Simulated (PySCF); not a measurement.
Compound: C5H12Si3.
Cartesian coordinates in Å at the GFN2-xTB level; atoms count from 1:
```xyz
20
C5H12Si3 angstrom
C      3.3779    0.5068   -1.5780
C      2.9538   -0.1366   -0.6546
Si     2.2334   -1.1223    0.7376
Si    -0.0653   -0.8981    0.7238
C     -0.9690   -1.4051   -0.9018
Si    -1.8064    0.3090   -1.0743
C     -0.7862    0.8801    0.4543
C     -1.5617    1.4958    1.6110
H      3.7614    1.0673   -2.3824
H      2.7021   -2.5003    0.5222
H      2.8856   -0.6283    1.9599
H     -0.7201   -1.5301    1.8882
H     -0.2919   -1.6401   -1.7202
H     -1.6512   -2.2465   -0.8158
H     -3.2506    0.2904   -0.8302
H     -1.5309    1.0263   -2.3207
H     -0.0023    1.5857    0.1638
H     -2.3484    0.8230    1.9467
H     -0.9072    1.6990    2.4586
H     -2.0281    2.4348    1.3137
```

NICS is the negative of the GIAO shielding at a point without a nucleus: at the ring centre (0) and 1 Å above and below it (1); zz is the component along the ring normal. Level: GIAO PBE0/pcSseg-1 (PySCF, non-relativistic, gas phase) on the GFN2-xTB geometry, one conformer.

Ring bond lengths (Å), with Mayer bond orders in brackets: Si4–C5 1.928 (0.90), C5–Si6 1.915 (0.91), Si6–C7 1.924 (0.88), C7–Si4 1.938 (0.86).

Q: Give the NICS values of each ring in ppm.

A: 
| ring | type | NICS(0) | NICS(1), two faces | NICS(1)zz, two faces | rms pucker (Å) | centre to ring atoms, mean (Å) |
| --- | --- | --- | --- | --- | --- | --- |
| Si4–C5–Si6–C7 | 4-membered ring with 2 Si; formal bonds all single | -0.3 | -0.3 / -1.4 | 5.9 / 5.0 | 0.04 | 1.36 |

Q: What can be read from them?

A: 
- Si4–C5–Si6–C7: mean NICS(1)zz 5.4 ppm, deshielded. Si4, C5, Si6, C7 have four or more neighbours, and the NICS criterion for π rings isn't applied.

Q: What is the mean of the two in-plane components of NICS at the first NICS(1) probe listed for ring Si4–C5–Si6–C7, 1 Å off the ring?

A: The isotropic value is a third of the trace: (3 × -0.3 − (5.9))/2 = -3.4 ppm.

Q: List the ring angles and the Hirshfeld charges of the ring atoms.

A: 
- Si4–C5–Si6–C7: Si4 87.1° (+0.275 e), C5 92.6° (-0.254 e), Si6 87.8° (+0.343 e), C7 92.0° (-0.190 e); sum 359.6° against 360° for a flat convex ring.
